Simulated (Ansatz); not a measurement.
The same path of CH₅FOSi₂ (10 atoms, charge 0, multiplicity 1) was run twice with different band settings. Lost on the way: Si4–H7. Made: O3–H7.

All numbers below come from Ansatz 0.2.0, UKS PBE/def2-SVP.

Relaxed end points:

```xyz
10
Properties=species:S:1:pos:R:3
F -2.012 -0.643 1.076
C -1.556 0.614 0.774
O -0.406 0.987 1.480
Si 0.009 0.839 -0.222
Si 1.326 -1.035 -0.693
H -2.400 1.336 0.827
H 0.333 2.162 -0.856
H 1.397 -1.236 -2.183
H 0.673 -2.220 -0.041
H 2.721 -0.856 -0.159
```

```xyz
10
Properties=species:S:1:pos:R:3
F -1.666 -0.596 0.491
C -1.276 0.667 0.168
O -0.291 1.123 1.168
Si 0.290 1.147 -0.876
Si 1.272 -1.050 -0.669
H -2.170 1.328 0.191
H -0.562 1.984 1.546
H 0.597 -1.957 -1.675
H 1.154 -1.685 0.694
H 2.736 -1.013 -1.036
```

Common settings: spring 5.0 eV/Å²; optimiser quadratic models (default); start path through a guess of the saddle point; force threshold 0.05 eV/Å; iteration limit 60; end points relaxed.

| run | movable images | climbing image |
| --- | --- | --- |
| 1 | 7 | yes |
| 2 | 8 | no |

Q: What does each run give, and how far can it be trusted?

A: Run 1: converged after 27 iterations, highest image 2.078 eV above the first end. Neighbouring images differ by up to 1.4 eV, so the band resolves the path poorly. The order of the stationary point at the top wasn't checked.
Run 2: converged after 14 iterations, highest image 1.929 eV above the first end. No image climbed, so the highest image needn't sit at the top of the path.
The orbitals were unrestricted but ended closed-shell.
